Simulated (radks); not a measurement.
Effect of the nuclear size on neutral dysprosium, [Xe] 4f10 6s2. Calculated with a radial shooting solver on a logarithmic mesh with Libxc functionals: Dirac Kohn-Sham, BLYP, spin-unpolarised, spherical densities, finite nucleus; open shells fill j = l - 1/2 first; Fermi nuclear charge, rms radius 5.2218 fm. The rms radius is varied about that value; shifts are against it.

rms radius (fm)  total energy shift (eV)  density at nucleus (e/bohr^3)  1s1/2 shift (meV)  2s1/2 shift (meV)  5s1/2 shift (meV)  5p1/2 shift (meV)  6s1/2 shift (meV)  4f7/2 shift (meV)  6p1/2 (empty) shift (meV)
4.6996                             -4.96                      7.621e+05              -2040               -267              -2.01              0.226             -0.082              0.375                      0.065
5.0025                             -2.13                      7.492e+05               -876               -115             -0.861              0.097             -0.035              0.161                      0.028
5.2218                                 0                      7.405e+05              0.000              0.000              0.000              0.000              0.000              0.000                      0.000
5.509                               2.89                      7.298e+05               1190                156               1.17             -0.132              0.048             -0.218                     -0.038
6.4907                              13.6                      6.979e+05               5590                733               5.50             -0.620              0.224              -1.03                     -0.179

Slopes of the eigenvalues against <r^2> in GHz/fm^2, as finite differences over the two radii next to the reference (eigenvalue slopes, not the field-shift constants of lines): 1s1/2 93700, 2s1/2 12300, 5s1/2 92.2, 5p1/2 -10.4, 6s1/2 3.76, 4f7/2 -17.2, 6p1/2 (empty) -3.00.
